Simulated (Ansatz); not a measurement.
[WO3S]2- (WSO₃²⁻): single points at one geometry.

```yaml
crystal:
  periodic: [false, false, false]
  atoms:
    - {symbol: W, position_ang: [0.041294, 0.071093, 0.029593]}
    - {symbol: O, position_ang: [0.070869, 0.082635, 1.822591]}
    - {symbol: O, position_ang: [1.733700, 0.109482, -0.562308]}
    - {symbol: O, position_ang: [-0.785481, 1.560910, -0.530058]}
    - {symbol: S, position_ang: [-1.060372, -1.824120, -0.759828]}
basis:
  gaussian: {orbitals: def2-TZVPD, initial_orbitals: start.molden}
total_charge: -2
hamiltonian: {xc: {name: LC-wPBE, parameters: {omega: 0.1/bohr}}}
scf: {omitted_lower_state_checks: [starts]}
output: {orbitals: {seedname: orbitals}}
```

The file start.molden holds the orbitals of an earlier run on this structure, at another level or in another basis.

```sh
$ ansatz run in.yaml --threads 4 --pin off --events-out ev --progress --plain --max-ram 3916MiB
```

It prints (some lines left out):

```
Functional definition: LC-wPBE
1191 factors; their error is unknown
81 factors; integrals over basis functions are off by at most 1.4e-5 eV
mean field evaluation 1: about -18803.8252 eV, gradient 1.3e1 eV
mean field evaluation 2: about -18804.0139 eV, gradient 2.1e-1 eV
mean field evaluation 4: about -18804.0076 eV, gradient 7.3e-4 eV
mean field -18804.00759730 eV, -691.0345333867 hartree, gradient 1.2e-5 eV, S^2 0.000000; 0 other end points of the search recorded, 0 dependent functions left out
reference -18804.00759739 eV, -691.0345333899 hartree; 28, 28 occupied and 181, 181 virtual orbitals, 1191 factors
Total energy: -18804.00759739 eV, -691.0345333899 hartree
Checks for a lower state left out: starts
```

Run time 3 s (4 threads of Arm Neoverse V1 on a shared host).

First input, but with `hamiltonian: {xc: {name: r2SCAN0}, dispersion: d4}` (abridged; 4.9 s):

```
Functional definition: r2SCAN0
mean field -18805.32003826 eV, -691.0827647024 hartree, gradient 2.2e-5 eV, S^2 0.000000
Total energy: -18805.37618882 eV, -691.0848281972 hartree
Checks for a lower state left out: starts
```

The first input with `correlation: {method: mp2}` and without the key `hamiltonian` (abridged; 2.6 s):

```
Functional definition: HF
mean field -18741.40710020 eV, -688.7340075504 hartree, gradient 2.5e-6 eV, S^2 0.000000
8 core orbitals not correlated: weight in the atoms' cores, before any rotation towards them, 1.000 or more for the frozen orbitals, at most 0.000 for the correlated occupied ones
second order -37.78367592 eV of doubles, -0.00000000 eV of singles
Total energy: -18779.19077612 eV, -690.1225320298 hartree
Checks for a lower state left out: starts
```

First input, but with `gaussian: {orbitals: def2-SVPD, initial_orbitals: start.molden}`, `hamiltonian: {xc: pbe, dispersion: d4}` (abridged; 1.3 s):

```
Functional definition: PBE
mean field -18791.16356283 eV, -690.5625238257 hartree, gradient 5.6e-5 eV, S^2 0.000000
Total energy: -18791.36520781 eV, -690.5699341423 hartree
Checks for a lower state left out: starts
```

First input, but with `hamiltonian: {xc: {name: PBE-QIDH}}` and without the key `output` (abridged; 5.5 s):

```
Functional definition: PBE-QIDH
mean field -18779.51481491 eV, -690.1344402356 hartree, gradient 1.2e-6 eV, S^2 0.000000
8 core orbitals not correlated: weight in the atoms' cores, before any rotation towards them, 1.000 or more for the frozen orbitals, at most 0.000 for the correlated occupied ones
second order -43.49984972 eV of doubles, -0.00000000 eV of singles
Total energy: -18794.01478055 eV, -690.6673041445 hartree
Checks for a lower state left out: starts
```

As the first input, with `hamiltonian: {xc: {name: revPBE}, dispersion: d4}` (abridged; 2.1 s):

```
Functional definition: revPBE
mean field -18809.78695519 eV, -691.2469208717 hartree, gradient 1.5e-5 eV, S^2 0.000000
Total energy: -18810.26407868 eV, -691.2644548366 hartree
Checks for a lower state left out: starts
```

First input, but with `hamiltonian: {xc: pbe0, dispersion: d4}` (abridged; 3 s):

```
Functional definition: PBE0
mean field -18800.37265794 eV, -690.9009518290 hartree, gradient 3.0e-5 eV, S^2 0.000000
Total energy: -18800.54544598 eV, -690.9073016724 hartree
Checks for a lower state left out: starts
```

Geometry: PBE-D4/def2-SVPD.

In the def2 sets W takes a core potential; there is no spin–orbit coupling. Correlated methods freeze 8 core orbitals; core or outer-core shells of W are correlated, in sets that lack core-valence functions. A multiply charged anion in the gas phase is held together partly by the finite basis. Removing one electron lowers the energy by 0.66 eV at PBE0-D4/def2-TZVPD, so it isn't bound. At LC-ωPBE (ω = 0.10 bohr⁻¹)/def2-TZVPD, r2SCAN0-D4/def2-TZVPD, PBE-D4/def2-SVPD, revPBE-D4/def2-TZVPD and others the highest occupied level of the charge -2 singlet lies above zero (up to 3.55 eV). By energy differences it is unbound by 0.65 eV (vertical, to the charge -1 doublet, at LC-ωPBE (ω = 0.30 bohr⁻¹)/def2-TZVPD) and held by the finite basis. At MP2/def2-TZVPD, PBE-QIDH/def2-TZVPD the test of the restricted singlet for broken spin symmetry was undecided.
